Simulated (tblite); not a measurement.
Compound: C₆H₁₀NSi (doublet state).
Atom-mapped SMILES: `[CH:1]#[C:2]/[CH:3]=[C:4](\[CH3:5])[SiH2:6][N:7][CH3:8]` (hydrogens: H9 on C1; H10 on C3; H11, H12, H13 on C5; H14, H15 on Si6; H16, H17, H18 on C8)

A start from a force field or distance geometry was refined with tblite 0.8.0, GFN2-xTB geometry optimisation, gas phase. Values at the start:

```csv
coordinate,start
C1≡C2,1.199 Å
C1–H9,1.079 Å
C2–C3,1.454 Å
C3=C4,1.313 Å
C3–H10,1.071 Å
C4–C5,1.501 Å
C4–Si6,1.856 Å
C5–H11,1.120 Å
Si6–N7,1.767 Å
Si6–H14,1.476 Å
N7–C8,1.430 Å
C8–H16,1.133 Å
C1–C2–C3,177.6°
C2–C3–C4,120.6°
C3–C4–C5,122.6°
C3–C4–Si6,121.9°
C4–Si6–N7,105.4°
C5–C4–Si6,115.5°
Si6–N7–C8,117.1°
C2–C3–C4–C5,-2°
C3–C4–Si6–N7,100°
C4–Si6–N7–C8,-127°
```

Problem. How do these coordinates change at the GFN2-xTB level?

Solution. 
```tsv
coordinate	GFN2-xTB (Å or °)	change
Si6–N7	1.670	-0.097
C4–Si6	1.917	+0.061
C2–C3	1.410	-0.044
C8–H16	1.098	-0.035
C1–H9	1.049	-0.030
C5–H11	1.090	-0.030
N7–C8	1.400	-0.030
C3=C4	1.334	+0.021
C4–C5	1.485	-0.016
C3–H10	1.083	+0.012
Si6–H14	1.464	-0.012
C1≡C2	1.202	+0.003
Si6–N7–C8	134.3	+17.2
C4–Si6–N7	100.4	-5.0
C2–C3–C4	124.2	+3.6
C3–C4–Si6	120.1	-1.8
C1–C2–C3	179.2	+1.6
C3–C4–C5	124.0	+1.4
C5–C4–Si6	115.9	+0.4
C4–Si6–N7–C8	-108	+19
C3–C4–Si6–N7	106	+6
C2–C3–C4–C5	-4	-2
```

The energy falls by 10.8 kcal/mol over 92 L-BFGS steps, the largest force on an atom goes from 2.09 to 0.006 eV/Å, and the atoms move by 0.357 Å rms after alignment. The bond that changes most is Si6–N7 (ends: silicon bonded to C, N and 2 H; nitrogen bonded to C and Si), which shortens by 0.097 Å. Bonds longer at the end by more than 0.005 Å: 4 of 17; shorter: 12. Among the dihedrals that turn most is Si6–C4–C5–H13, from 139° to 175°. Rotational constants go from 3710, 787.7, 737.5 to 3335, 813.7, 770.3 MHz.

On Arm Neoverse V1, one thread, shared host, this took 0.76 s of wall time.

Its GFN2-xTB frequencies are all real (lowest 23 cm⁻¹).

One conformer stands for the species.

All values are computed, not measured.
